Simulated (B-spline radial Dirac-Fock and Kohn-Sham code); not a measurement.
## Kohn-Sham estimates against Dirac-Fock for the levels of Hg²²⁺

System: the Hg²²⁺ ion in the configuration [Kr] 4d10 4f12.

The density-functional columns are spherical, spin-unpolarised Dirac-Kohn-Sham results without Breit or QED terms: −ε is minus the orbital energy of the initial state and ΔSCF the difference of two total energies. The reference in the last column comes from Dirac-Fock energy differences between relaxed states, corrected for Breit and QED terms. All numbers are from a radial B-spline solver, in eV; a selection of levels is shown. The Kohn-Sham columns are given as differences from the reference. For the 1s level of heavy atoms much of the gap between ΔSCF and the reference is the Breit and QED part, -454.0 eV here; for other levels the error of the functional can be larger.

```tsv
level	LDA −ε − DF	LDA ΔSCF − DF	Dirac-Fock
K (1s)	-189.9	+443.6	83714.6
L1 (2s)	-182.9	-54.4	15457.9
L2 (2p1/2)	-128.5	+34.1	14818.8
L3 (2p3/2)	-148.6	-10.8	12892.2
M1 (3s)	-105.0	-58.7	4166.3
M2 (3p1/2)	-85.6	-36.4	3881.8
M3 (3p3/2)	-85.2	-40.2	3449.3
M4 (3d3/2)	-63.2	-11.2	2985.3
M5 (3d5/2)	-65.0	-14.4	2894.2
N1 (4s)	-58.1	-32.6	1380.3
N2 (4p1/2)	-49.7	-24.2	1257.4
N3 (4p3/2)	-49.3	-25.1	1148.8
N4 (4d3/2)	-36.2	-12.2	947.3
N5 (4d5/2)	-36.3	-12.6	926.6
N6,7 (4f)	-21.9	+1.8	665.5
```

Values without a named source are computed, but for edge energies of neutral atoms, which are taken from tables.
